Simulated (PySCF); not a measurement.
# Spin-orbit coupling and the second ionisation energy along group 13

Two-component X2C-1e calculated with PySCF 2.14: MP2 on generalised Hartree-Fock spinors (GMP2), with spin-orbit coupling off and on (screened by Boettger's factors); no Breit or QED terms. Values in eV; the references (NIST) lie between the lowest levels. Elements whose determinants are no pure J levels are left out.

```csv
element,configurations,spin-free,with spin-orbit,shift,reference
"B (x2c-SVPall-2c, 1s2 frozen)",[He] 2s2 → [He] 2s1,24.161,24.161,0.000,25.155
"Al (x2c-SVPall-2c, [Ne] frozen)",[Ne] 3s2 → [Ne] 3s1,18.202,18.202,0.000,18.829
"Ga (x2c-SVPall-2c, [Ne] frozen)",[Ar] 3d10 4s2 → [Ar] 3d10 4s1,19.695,19.695,0.000,20.515
"In (x2c-SVPall-2c, [Ar] 3d10 frozen)",[Kr] 4d10 5s2 → [Kr] 4d10 5s1,17.881,17.884,0.003,18.870
"Tl (x2c-SVPall-2c, [Kr] 4d10 4f14 frozen)",[Xe] 4f14 5d10 6s2 → [Xe] 4f14 5d10 6s1,20.063,20.104,0.041,20.428
```

What remains against the references is mostly the basis and correlation beyond MP2.
